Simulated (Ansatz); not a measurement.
C$_{3}$H$_{6}$NO (SMILES C[N]C(C)=O), doublet, geometry from GFN2-xTB; R2SCAN/6-31G** (Ansatz, an electronic-structure program).

Here is a job for Ansatz.
Ansatz 0.2 input:
```yaml
crystal:
  periodic: [false, false, false]
  atoms:
    - {symbol: C, position_ang: [1.94992497, 0.12508744, 0.17086557]}
    - {symbol: N, position_ang: [0.61912126, -0.05539129, 0.57973549]}
    - {symbol: C, position_ang: [-0.48555489, -0.01749503, -0.11971086]}
    - {symbol: C, position_ang: [-1.77260668, -0.24873448, 0.61384583]}
    - {symbol: O, position_ang: [-0.39588964, 0.20469054, -1.33445799]}
    - {symbol: H, position_ang: [2.12504463, 1.12465054, -0.24197098]}
    - {symbol: H, position_ang: [2.55930344, 0.02011811, 1.07335098]}
    - {symbol: H, position_ang: [2.27051039, -0.63986252, -0.54495631]}
    - {symbol: H, position_ang: [-2.28928377, -1.09871150, 0.17332625]}
    - {symbol: H, position_ang: [-2.41003435, 0.62605013, 0.50376354]}
    - {symbol: H, position_ang: [-1.57285235, -0.43517756, 1.66399865]}
basis:
  gaussian:
    orbitals: 6-31G__.json
hamiltonian:
  xc: r2scan
magnetization: {spin_polarized: true, initial_magnetization: 1}
accuracy: high
```
The basis file holds 6-31G** in the JSON format of the Basis Set Exchange.

Output, abridged:

```
Functional definition: r2SCAN
2472 factors; integrals over basis functions are off by at most 1.5e-8 eV
mean field evaluation 1: about -6733.9498 eV, gradient 3.9e1 eV
mean field evaluation 2: about -6730.3665 eV, gradient 4.9e1 eV
mean field evaluation 4: about -6740.3510 eV, gradient 5.1e0 eV
mean field evaluation 8: about -6740.4723 eV, gradient 4.3e-1 eV
mean field evaluation 16: about -6740.4742 eV, gradient 1.9e-2 eV
mean field evaluation 32: about -6740.4742 eV, gradient 5.8e-7 eV
mean field -6740.47417745 eV, -247.7078571638 hartree, gradient 3.2e-8 eV, S^2 0.755757; 4 other end points of the search recorded, 0 dependent functions left out
reference -6740.47417854 eV, -247.7078572039 hartree; 20, 19 occupied and 85, 86 virtual orbitals, 2472 factors
Total energy: -6740.47417854 eV, -247.7078572039 hartree
```
